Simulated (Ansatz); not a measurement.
Steps of a relaxation of `O[SiH]([SiH3])[SiH3]` with RKS PBE0-D4/def2-TZVP.

```sh
$ ansatz run in.yaml --threads 4 --pin off --events-out ev --progress --plain --max-ram 10444MiB
```

```yaml
crystal:
  periodic: [false, false, false]
  atoms:
    - {symbol: O, position_ang: [-1.523285, 1.458656, -0.424835]}
    - {symbol: Si, position_ang: [-0.014523, 0.786521, -0.040309]}
    - {symbol: Si, position_ang: [-0.257558, -0.286186, 2.036787]}
    - {symbol: Si, position_ang: [0.691999, -0.770341, -1.670120]}
    - {symbol: H, position_ang: [-1.563840, 1.875383, -1.303714]}
    - {symbol: H, position_ang: [1.064558, 1.844087, 0.078731]}
    - {symbol: H, position_ang: [1.079763, -0.867021, 2.417081]}
    - {symbol: H, position_ang: [-1.257545, -1.406254, 1.933871]}
    - {symbol: H, position_ang: [-0.696795, 0.671673, 3.111473]}
    - {symbol: H, position_ang: [0.774308, -0.129960, -3.033909]}
    - {symbol: H, position_ang: [-0.274704, -1.922384, -1.754022]}
    - {symbol: H, position_ang: [2.054621, -1.309376, -1.316833]}
basis:
  gaussian: {orbitals: def2-TZVP}
hamiltonian: {xc: pbe0, dispersion: d4}
relax: {f_tol: 0.005, max_steps: 150}
```

Positions (Å) and forces (eV/Å) along the path, 10 of 12 steps:

```xyz
12
step=1 energy=-25800.6087 eV
O    -1.523    1.459   -0.425    0.852   -0.029   -0.455
Si   -0.015    0.787   -0.040   -0.498    0.307   -0.098
Si   -0.258   -0.286    2.037   -0.023   -0.074    0.147
Si    0.692   -0.770   -1.670    0.041   -0.121   -0.150
H    -1.564    1.875   -1.304   -0.009   -0.278    0.632
H     1.065    1.844    0.079   -0.286   -0.191   -0.054
H     1.080   -0.867    2.417   -0.275    0.117   -0.072
H    -1.258   -1.406    1.934    0.209    0.233    0.028
H    -0.697    0.672    3.111    0.092   -0.203   -0.220
H     0.774   -0.130   -3.034   -0.017   -0.127    0.283
H    -0.275   -1.922   -1.754    0.205    0.239    0.021
H     2.055   -1.309   -1.317   -0.290    0.127   -0.063
12
step=3 energy=-25800.6522 eV
O    -1.497    1.451   -0.406    0.194   -0.082   -0.070
Si   -0.018    0.771   -0.051   -0.135    0.021    0.126
Si   -0.259   -0.284    2.020    0.022    0.013   -0.007
Si    0.692   -0.778   -1.663   -0.025    0.033   -0.037
H    -1.550    1.889   -1.258   -0.085    0.042   -0.013
H     1.033    1.827    0.058    0.034    0.009   -0.017
H     1.059   -0.856    2.405    0.021   -0.015    0.015
H    -1.246   -1.391    1.926   -0.022   -0.022    0.002
H    -0.695    0.671    3.071   -0.010    0.014    0.026
H     0.768   -0.131   -3.002    0.007   -0.006   -0.046
H    -0.252   -1.923   -1.751   -0.020   -0.019   -0.001
H     2.041   -1.300   -1.316    0.018    0.012    0.023
12
step=4 energy=-25800.6554 eV
O    -1.485    1.453   -0.421   -0.024   -0.036    0.031
Si   -0.022    0.764   -0.048    0.005    0.071   -0.043
Si   -0.259   -0.286    2.030   -0.017    0.002   -0.016
Si    0.691   -0.776   -1.672   -0.013    0.009    0.010
H    -1.569    1.913   -1.257    0.037   -0.015    0.007
H     1.041    1.813    0.053    0.008   -0.015    0.010
H     1.058   -0.861    2.418    0.000    0.006   -0.004
H    -1.248   -1.393    1.937   -0.005   -0.003    0.008
H    -0.698    0.671    3.081    0.004   -0.001   -0.001
H     0.767   -0.142   -3.019   -0.005    0.006    0.002
H    -0.244   -1.930   -1.755   -0.001   -0.016   -0.006
H     2.045   -1.280   -1.314    0.010   -0.009    0.002
12
step=6 energy=-25800.6560 eV
O    -1.486    1.439   -0.421   -0.003   -0.002    0.002
Si   -0.018    0.761   -0.045   -0.002   -0.007   -0.001
Si   -0.263   -0.284    2.033   -0.001    0.004   -0.009
Si    0.692   -0.774   -1.675    0.000    0.006    0.008
H    -1.558    1.897   -1.260   -0.001    0.004   -0.002
H     1.043    1.811    0.061    0.003   -0.002   -0.001
H     1.052   -0.864    2.422    0.001   -0.001    0.001
H    -1.261   -1.384    1.951   -0.001   -0.001   -0.001
H    -0.691    0.682    3.080    0.001    0.002    0.004
H     0.758   -0.128   -3.017   -0.001    0.003   -0.004
H    -0.239   -1.932   -1.765   -0.002   -0.002    0.003
H     2.049   -1.278   -1.329    0.006   -0.003    0.001
12
step=7 energy=-25800.6546 eV rejected
O    -1.489    1.437   -0.421   -0.003   -0.011   -0.014
Si   -0.023    0.754   -0.049    0.030    0.131    0.043
Si   -0.263   -0.280    2.029   -0.017   -0.060    0.061
Si    0.696   -0.770   -1.670   -0.008   -0.093   -0.080
H    -1.559    1.898   -1.259   -0.002    0.001    0.000
H     1.043    1.799    0.058   -0.004    0.015    0.000
H     1.051   -0.864    2.417   -0.003    0.005   -0.009
H    -1.261   -1.379    1.944   -0.001   -0.002    0.010
H    -0.689    0.680    3.082    0.002    0.005   -0.017
H     0.756   -0.125   -3.013    0.001    0.003    0.006
H    -0.239   -1.926   -1.754    0.009   -0.009   -0.010
H     2.054   -1.279   -1.331   -0.005    0.014    0.010
12
step=8 energy=-25800.6560 eV
O    -1.488    1.438   -0.422    0.000    0.001   -0.003
Si   -0.019    0.761   -0.046   -0.001    0.000    0.000
Si   -0.264   -0.284    2.032    0.001    0.002    0.000
Si    0.693   -0.775   -1.674    0.000   -0.001    0.000
H    -1.557    1.902   -1.258   -0.001    0.000    0.002
H     1.042    1.810    0.059    0.001    0.000    0.001
H     1.051   -0.866    2.419    0.000   -0.001   -0.001
H    -1.263   -1.383    1.950   -0.001    0.000    0.000
H    -0.689    0.681    3.080    0.000   -0.001    0.000
H     0.756   -0.130   -3.017    0.000    0.000    0.000
H    -0.236   -1.934   -1.760    0.000   -0.001    0.001
H     2.052   -1.275   -1.329    0.002   -0.001    0.000
12
step=9 energy=-25800.6561 eV
O    -1.488    1.438   -0.423    0.000    0.004   -0.006
Si   -0.020    0.761   -0.047    0.001    0.005    0.004
Si   -0.265   -0.284    2.031   -0.001   -0.003    0.002
Si    0.694   -0.775   -1.674    0.002   -0.004   -0.004
H    -1.557    1.907   -1.256    0.000   -0.004    0.006
H     1.041    1.810    0.060   -0.001    0.000   -0.002
H     1.049   -0.870    2.416   -0.001    0.000   -0.001
H    -1.266   -1.380    1.949    0.000    0.000    0.001
H    -0.686    0.681    3.081    0.001   -0.001   -0.003
H     0.753   -0.132   -3.018   -0.001   -0.001    0.003
H    -0.231   -1.938   -1.756    0.001    0.002    0.000
H     2.055   -1.272   -1.330   -0.002    0.002    0.000
12
step=10 energy=-25800.6561 eV
O    -1.489    1.437   -0.423    0.000    0.005   -0.006
Si   -0.020    0.761   -0.047    0.002    0.002   -0.002
Si   -0.266   -0.285    2.031    0.000   -0.001    0.004
Si    0.694   -0.775   -1.673    0.000   -0.003   -0.002
H    -1.556    1.908   -1.255    0.001   -0.005    0.006
H     1.041    1.810    0.058   -0.002    0.001    0.002
H     1.047   -0.873    2.414   -0.001    0.001    0.000
H    -1.270   -1.379    1.950    0.000    0.001   -0.001
H    -0.684    0.681    3.082    0.001   -0.002   -0.002
H     0.750   -0.133   -3.018    0.000   -0.002    0.003
H    -0.228   -1.940   -1.753    0.002    0.001   -0.001
H     2.057   -1.268   -1.332   -0.003    0.002   -0.001
12
step=11 energy=-25800.6561 eV
O    -1.488    1.438   -0.423    0.000    0.003   -0.003
Si   -0.020    0.761   -0.047    0.002    0.000   -0.001
Si   -0.266   -0.285    2.031    0.000    0.000    0.002
Si    0.695   -0.775   -1.673    0.000   -0.001   -0.001
H    -1.556    1.908   -1.256    0.000   -0.003    0.003
H     1.041    1.810    0.059   -0.001    0.000    0.001
H     1.046   -0.876    2.414   -0.001    0.000   -0.001
H    -1.272   -1.377    1.950    0.000    0.001    0.000
H    -0.682    0.682    3.082    0.000   -0.001   -0.001
H     0.748   -0.133   -3.018    0.000   -0.001    0.002
H    -0.227   -1.941   -1.752    0.002    0.001    0.000
H     2.059   -1.266   -1.333   -0.002    0.001   -0.001
12
step=12 energy=-25800.6561 eV
O    -1.488    1.438   -0.424    0.000    0.000    0.002
Si   -0.020    0.761   -0.046    0.000   -0.002   -0.001
Si   -0.267   -0.285    2.031    0.000   -0.001   -0.002
Si    0.695   -0.775   -1.673    0.001    0.001    0.002
H    -1.556    1.907   -1.257    0.000    0.000   -0.002
H     1.041    1.811    0.060    0.000    0.000    0.000
H     1.044   -0.881    2.411    0.000    0.000    0.000
H    -1.277   -1.373    1.950    0.001    0.001    0.000
H    -0.678    0.682    3.084    0.000    0.000    0.000
H     0.743   -0.135   -3.019    0.000    0.000    0.000
H    -0.222   -1.944   -1.748    0.000    0.000    0.001
H     2.062   -1.261   -1.335   -0.001    0.000    0.000
```

Run time 39 s (4 threads of an Arm Neoverse V2 on a shared host); peak host memory 0.49 GiB.
